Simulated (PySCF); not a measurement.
# GaH: mean field, correlation and small terms against distance

State: ¹Σ⁺, singlet, closed shell. RHF-based CCSD(T) in PySCF 2.14 with Ga cc-pwCVDZ-PP with ECP10, H aug-cc-pVDZ and Ga cc-pwCVTZ-PP with ECP10, H aug-cc-pVTZ (frozen core orbitals: 4; scalar-relativistic core potentials). Correlation energies are extrapolated as n⁻³ (n = 2, 3), Hartree–Fock as (n+1)·exp(−9√n). All energies in eV from Ga + H.

| R (Å) | HF/CBS | CCSD corr. | (T) | total |
| --- | --- | --- | --- | --- |
| 1.4871 | -1.845 | -0.948 | -0.0240 | -2.817 |
| 1.5547 | -1.980 | -0.933 | -0.0235 | -2.936 |
| 1.6223 | -2.042 | -0.922 | -0.0236 | -2.988 |
| 1.6899 | -2.050 | -0.916 | -0.0241 | -2.990 |
| 1.7575 | -2.016 | -0.914 | -0.0250 | -2.955 |
| 1.8420 | -1.930 | -0.915 | -0.0267 | -2.872 |
| 1.9265 | -1.810 | -0.919 | -0.0289 | -2.758 |

A fit to the total gives Re = 1.6587 Å, De = 2.995 eV, ωe = 1601.3 cm⁻¹, Be = 6.168 cm⁻¹ (masses 68.9256 and 1.0078 u).

Question: At R = 1.6899 Å the CCSD correlation energy is -0.299345 hartree in the smaller basis and -0.506344 in the larger. Extrapolate it.

Answer: (3³·E3 − 2³·E2)/(3³ − 2³) = -0.59350 hartree; the larger basis holds 85.3 % of it.

The T1 diagnostic is 0.016. The open-shell atoms are computed with UHF. Spin–orbit coupling, excitations beyond (T) and corrections to the Born–Oppenheimer picture are left out.
